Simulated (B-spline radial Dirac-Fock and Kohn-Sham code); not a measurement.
ΔSCF core binding energies without Breit or QED terms, calculated with a B-spline atomic structure program.

A sound run for the free samarium atom in the configuration [Xe] 4f6 6s2: The ground state converged in 13 iterations, with total energy -10429.14757 Ha, virial ratio 1.92244 and highest orbital energy -4.86 eV. ΔSCF binding energies: K (1s) 47030.7 eV, L3 (2p3/2) 6734.7 eV, M5 (3d5/2) 1085.0 eV.

A second run, with one unsound setting: The ground state converged in 13 iterations, with total energy -9458.99037 Ha, virial ratio 2.07029 and highest orbital energy -4.38 eV. ΔSCF binding energies: K (1s) 36154.2 eV, L3 (2p3/2) 6797.8 eV, M5 (3d5/2) 1104.9 eV.

```
iter   energy (Ha)        error
   1    -9433.94051096  2.85e+00
   2    -9441.18279037  1.03e+00
   3    -9457.86102736  2.07e-01
   4    -9458.83059097  6.61e-02
   5    -9458.98094299  1.75e-02
   6    -9458.98890773  5.49e-03
   7    -9458.99022225  1.36e-03
   8    -9458.99034120  1.22e-03
   9    -9458.99036262  1.77e-04
  13    -9458.99036543  1.02e-07
```

Question: Which fault fits the second run best?
A. damping too heavy
B. nuclear radius in wrong units
C. unbound anion
D. functional not served

Answer: B. The input had radius_factor = 100.0: radius_factor inflates the nucleus far beyond its size, which weakens the binding of the inner electrons.
